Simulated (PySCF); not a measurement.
# Radial density of Ar (argon, neutral)

UHF, [Ar], closed-shell 1S. Computed with PySCF 2.14 in cc-pVTZ-DK, with scalar relativity by spin-free X2C-1e.

```
r (bohr)  4πr²ρ (e/bohr)
 0.00174          0.1694
 0.00292          0.4362
 0.00491           1.100
 0.00826           2.659
  0.0139           5.963
  0.0234           11.76
  0.0393           18.59
  0.0661           20.68
   0.111           15.68
   0.187           16.51
   0.315           20.98
   0.529           9.640
   0.890           4.612
    1.50           5.183
    2.52           1.366
    4.24         0.07053
    7.13       2.005e-05
```

Densities and radii are taken from the X2C orbitals without a picture-change correction, which distorts them close to the nucleus.
